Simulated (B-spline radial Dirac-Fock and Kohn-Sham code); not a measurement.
**Photoelectron lines of Cl⁸⁺ at 12000 eV**

System: chlorine as Cl⁸⁺, 1s2 2s2 2p5.

The computed values come from a B-spline atomic structure program: independent-particle photoionisation in a Dirac-Hartree-Slater potential with a Latter tail, all multipoles, thresholds from Dirac-Fock ΔSCF. The asymmetry parameter β is from the dipole term alone. Kinetic energies are from the vacuum level. Open shells are spread statistically over j, without multiplet splitting.

```tsv
subshell	electrons	binding (eV)	kinetic (eV)	σ (kb)	β
1s	2	3053.0	8947.0	1.82	2.00
2s	2	466.7	11533.3	0.136	2.00
2p1/2	1.67	404.4	11595.6	0.00734	0.34
2p3/2	3.33	402.5	11597.5	0.0139	0.30
```

Branching ratios of the spin-orbit partners (statistical value in brackets): 2p 1.89 (2.00).
